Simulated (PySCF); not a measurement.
Ar³⁺ (argon, charge +3) across methods

[Ne] 3s2 3p3, high-spin 4S determinant. Computed with PySCF 2.14 in dyall-av3z (19s12p3d2f, 84 functions), with scalar relativity by spin-free X2C-1e.

| method | E (hartree) | mean ε 3s α (eV) | mean ε 3s β (eV) | mean ε 3p α (eV) | Σ⟨r²⟩ (bohr²) | ⟨S²⟩ |
| --- | --- | --- | --- | --- | --- | --- |
| r2SCAN | -526.2510 | -68.942 | -62.640 | -52.384 | 11.99 | 3.750 |
| M06 | -526.2782 | -70.289 | -64.361 | -53.358 | 11.94 | 3.751 |
| UHF | -525.68185 | -80.171 | -67.740 | -59.227 | 12.06 | 3.751 |
| PW91 | -526.2741 | -67.389 | -62.706 | -51.675 | 11.98 | 3.750 |
| BLYP | -526.3046 | -66.990 | -62.771 | -51.292 | 12.00 | 3.750 |
| PBE | -526.0896 | -67.340 | -62.609 | -51.609 | 11.99 | 3.750 |
| LDA | -524.6408 | -67.079 | -62.892 | -51.529 | 12.01 | 3.750 |
| BHandHLYP | -526.3006 | -73.863 | -66.195 | -55.532 | 12.01 | 3.751 |
| PBE0 | -526.1268 | -70.783 | -64.339 | -53.739 | 11.99 | 3.750 |
